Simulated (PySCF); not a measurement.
A geometry optimisation, step by step.

C2H8AlClO.
Atom-mapped SMILES: `[CH3:1][O+:2]([CH3:3])[AlH2-:4][Cl:5]` (hydrogens: H6, H7, H8 on C1; H9, H10, H11 on C3; H12, H13 on Al4)

Method: PySCF, PBE0-D3(BJ)/def2-SVP geometry optimisation, gas phase; density fitting, grid level 1; the optimiser is geomeTRIC in internal coordinates, started from a GFN2-xTB structure with every atom displaced at random (about 0.01 Å). 8 of its 16 geometries are shown. The frame can shift and turn from step to step; on so coarse a grid that alone can change the energy by a few meV, and forces under 0.02 eV/Å are noise.

Step 0: E = -23351.6758 eV, largest atomic force 2.082 eV/Å
```
atom  x, y, z in Å  |  force x, y, z in eV/Å
C1     -0.940   -1.084   -0.542   -1.128   1.174  -0.283
O2     -0.124   -0.073   -0.001   -0.137   0.367  -0.047
C3     -0.742    1.201    0.098    0.998   0.128   1.171
Al4     1.765   -0.227    0.528   -1.155  -1.010   1.282
Cl5     2.763    0.872   -0.856    1.025   1.119  -1.425
H6     -1.838   -1.212    0.092    0.183  -0.176  -0.008
H7     -1.280   -0.779   -1.550    0.086  -0.138   0.064
H8     -0.356   -1.967   -0.601    0.644  -1.185   0.007
H9     -1.605    1.165    0.772   -0.227  -0.130   0.021
H10     0.021    1.862    0.560   -0.379  -0.115  -0.243
H11    -1.013    1.578   -0.872   -0.264   0.242  -0.854
H12     1.808   -1.778    0.432    0.194  -0.613  -0.140
H13     1.546    0.426    1.930    0.160   0.336   0.453
```

Step 2: E = -23351.9067 eV, largest atomic force 0.191 eV/Å
```
atom  x, y, z in Å  |  force x, y, z in eV/Å
C1     -0.999   -0.960   -0.904    0.020  -0.046  -0.059
O2     -0.261    0.064   -0.255    0.011  -0.124   0.091
C3     -0.927    1.311   -0.144    0.019   0.066  -0.013
Al4     1.605   -0.170    0.351    0.071   0.122  -0.128
Cl5     2.629    0.954   -1.181   -0.067  -0.075   0.086
H6     -1.916   -1.180   -0.335   -0.006   0.018  -0.009
H7     -1.253   -0.648   -1.929   -0.009   0.001   0.013
H8     -0.358   -1.850   -0.934   -0.025   0.032   0.011
H9     -1.849    1.192    0.448    0.009  -0.004  -0.003
H10    -0.245    2.001    0.367   -0.017   0.006   0.004
H11    -1.167    1.701   -1.145    0.020  -0.006   0.015
H12     1.725   -1.752    0.213   -0.025   0.003   0.006
H13     1.532    0.571    1.759    0.001   0.006  -0.014
```

Step 4: E = -23351.9120 eV, largest atomic force 0.207 eV/Å
```
atom  x, y, z in Å  |  force x, y, z in eV/Å
C1     -1.017   -0.956   -0.897   -0.070   0.194  -0.023
O2     -0.266    0.041   -0.219   -0.136   0.054   0.092
C3     -0.904    1.307   -0.119    0.068  -0.031   0.100
Al4     1.610   -0.166    0.330   -0.034  -0.077   0.008
Cl5     2.576    0.849   -1.286    0.068   0.066  -0.096
H6     -1.950   -1.156   -0.347    0.023  -0.006  -0.005
H7     -1.252   -0.616   -1.919    0.027  -0.033   0.008
H8     -0.398   -1.854   -0.930    0.073  -0.150  -0.011
H9     -1.843    1.205    0.447    0.001   0.011  -0.021
H10    -0.220    1.976    0.418   -0.027  -0.017  -0.004
H11    -1.102    1.708   -1.122   -0.017   0.038  -0.094
H12     1.693   -1.750    0.259    0.021  -0.075   0.028
H13     1.591    0.645    1.697    0.002   0.027   0.018
```

Step 6: E = -23351.9245 eV, largest atomic force 0.217 eV/Å
```
atom  x, y, z in Å  |  force x, y, z in eV/Å
C1     -1.046   -0.929   -0.892    0.072  -0.041   0.002
O2     -0.291    0.020   -0.151   -0.138   0.117   0.053
C3     -0.874    1.316   -0.091    0.017  -0.012  -0.018
Al4     1.608   -0.199    0.307   -0.050  -0.157   0.141
Cl5     2.511    0.689   -1.411    0.086   0.082  -0.157
H6     -2.013   -1.098   -0.395   -0.005  -0.005  -0.002
H7     -1.208   -0.566   -1.918    0.028  -0.005  -0.019
H8     -0.465   -1.859   -0.909   -0.019  -0.004   0.002
H9     -1.857    1.255    0.402   -0.015  -0.005  -0.018
H10    -0.204    1.947    0.504    0.009   0.003   0.008
H11    -0.978    1.731   -1.106    0.008   0.004   0.011
H12     1.660   -1.792    0.364    0.016   0.024  -0.013
H13     1.674    0.717    1.607   -0.008  -0.003   0.009
```

Step 9: E = -23351.6942 eV, largest atomic force 1.701 eV/Å
```
atom  x, y, z in Å  |  force x, y, z in eV/Å
C1     -1.024   -0.733   -0.857   -0.088  -1.697  -0.089
O2     -0.420   -0.047    0.232   -0.565   0.478  -1.265
C3     -0.812    1.296   -0.032    0.430   1.031   1.108
Al4     1.534   -0.366    0.331    0.176   0.110  -0.082
Cl5     1.949    0.078   -1.772    0.094   0.022   0.287
H6     -2.115   -0.595   -0.816    0.051  -0.018   0.033
H7     -0.610   -0.381   -1.815   -0.070  -0.013   0.104
H8     -0.788   -1.799   -0.731   -0.057  -0.041  -0.114
H9     -1.910    1.345   -0.091    0.080   0.035   0.081
H10    -0.445    1.893    0.813   -0.074   0.205  -0.062
H11    -0.358    1.656   -0.969    0.007  -0.058   0.027
H12     1.601   -1.914    0.672   -0.026  -0.006   0.009
H13     1.915    0.799    1.347    0.042  -0.047  -0.036
```

Step 11: E = -23351.9490 eV, largest atomic force 0.360 eV/Å
```
atom  x, y, z in Å  |  force x, y, z in eV/Å
C1     -1.010   -0.891   -0.890   -0.141   0.168  -0.113
O2     -0.387    0.021    0.007    0.157  -0.131   0.121
C3     -0.849    1.365   -0.055   -0.040  -0.034   0.040
Al4     1.541   -0.282    0.333    0.017   0.243  -0.264
Cl5     2.226    0.441   -1.603   -0.081  -0.093   0.248
H6     -2.091   -0.931   -0.684    0.026   0.036  -0.018
H7     -0.820   -0.586   -1.933   -0.026  -0.013   0.034
H8     -0.559   -1.870   -0.705    0.030  -0.103   0.003
H9     -1.933    1.387    0.135    0.030   0.000   0.014
H10    -0.313    1.916    0.729   -0.052   0.001  -0.023
H11    -0.621    1.803   -1.037    0.029   0.015  -0.087
H12     1.570   -1.859    0.466    0.008  -0.094   0.048
H13     1.763    0.719    1.548    0.042   0.004  -0.001
```

Step 13: E = -23351.9586 eV, largest atomic force 0.059 eV/Å
```
atom  x, y, z in Å  |  force x, y, z in eV/Å
C1     -1.029   -0.868   -0.893   -0.005  -0.024  -0.010
O2     -0.386    0.002    0.035   -0.025  -0.001  -0.043
C3     -0.832    1.353   -0.049    0.017   0.022   0.044
Al4     1.545   -0.291    0.332    0.013   0.031  -0.049
Cl5     2.191    0.355   -1.626   -0.015  -0.017   0.052
H6     -2.112   -0.869   -0.699    0.003   0.006  -0.003
H7     -0.818   -0.545   -1.924    0.006  -0.002   0.004
H8     -0.619   -1.871   -0.728    0.000  -0.014   0.003
H9     -1.919    1.386    0.113    0.002   0.002  -0.001
H10    -0.317    1.909    0.744   -0.004   0.008  -0.007
H11    -0.572    1.778   -1.031    0.004  -0.002  -0.009
H12     1.573   -1.866    0.541   -0.003  -0.007   0.012
H13     1.812    0.759    1.496    0.006  -0.003   0.006
```

Step 15: E = -23351.9588 eV, largest atomic force 0.026 eV/Å
```
atom  x, y, z in Å  |  force x, y, z in eV/Å
C1     -1.028   -0.867   -0.903    0.001   0.018   0.009
O2     -0.395    0.005    0.031    0.015  -0.006   0.009
C3     -0.825    1.361   -0.057   -0.010  -0.014  -0.020
Al4     1.533   -0.298    0.348   -0.006  -0.008   0.023
Cl5     2.191    0.332   -1.606    0.010   0.003  -0.013
H6     -2.115   -0.845   -0.739   -0.003   0.000  -0.003
H7     -0.782   -0.563   -1.932    0.002  -0.001  -0.005
H8     -0.640   -1.876   -0.712   -0.005   0.006   0.000
H9     -1.914    1.405    0.087   -0.001   0.001  -0.002
H10    -0.318    1.911    0.744    0.006  -0.002   0.001
H11    -0.544    1.784   -1.034   -0.002  -0.001   0.001
H12     1.548   -1.872    0.575   -0.001   0.003  -0.002
H13     1.808    0.755    1.508   -0.007   0.000   0.002
```

**Question.** Summarise the path.

**Answer.** The energy falls by 6.53 kcal/mol from step 0 to step 15; nine tenths of that is first reached at step 7. It rises by more than 0.2 meV at step 9. The largest force goes from 2.082 to 0.026 eV/Å. Among the bonds Al4–Cl5 changes most, from 2.030 to 2.156 Å; the atoms move by 0.464 Å rms after alignment.

**Question.** Follow the three bonds and two angles with the largest change from start to end.

**Answer.** 
```tsv
step	E above end (kcal/mol)	largest force (eV/Å)	Al4–Cl5 (Å)	Al4–H12 (Å)	C1–H8 (Å)	C1–O2–Al4 (°)	O2–Al4–Cl5 (°)
0	6.53	2.082	2.030	1.554	1.061	127.1	104.2
1	1.45	0.452	2.167	1.605	1.107	122.7	99.5
2	1.20	0.191	2.158	1.592	1.098	123.1	99.7
3	1.13	0.127	2.151	1.589	1.094	123.5	99.7
4	1.08	0.207	2.138	1.588	1.091	124.4	99.8
5	0.99	0.213	2.133	1.590	1.093	124.3	99.9
6	0.79	0.217	2.135	1.595	1.097	124.1	100.0
7	0.56	0.200	2.146	1.598	1.101	122.4	100.2
8	0.33	0.353	2.155	1.596	1.101	120.6	99.6
9	6.10	1.701	2.189	1.586	1.099	112.3	96.1
10	0.45	0.532	2.174	1.589	1.099	116.2	97.4
11	0.23	0.360	2.178	1.582	1.094	115.6	96.3
12	0.03	0.068	2.159	1.590	1.097	117.9	97.4
13	0.01	0.059	2.161	1.589	1.096	116.6	96.4
14	0.00	0.028	2.159	1.590	1.097	116.4	96.3
15	0.00	0.026	2.156	1.591	1.097	116.4	96.2
```

The cost below is that of the whole optimisation. On one thread of an Arm Neoverse V1, shared host with 32 logical CPUs at a one-minute load of 21, this took 86 s of wall time and 0.52 GiB of memory at its peak.
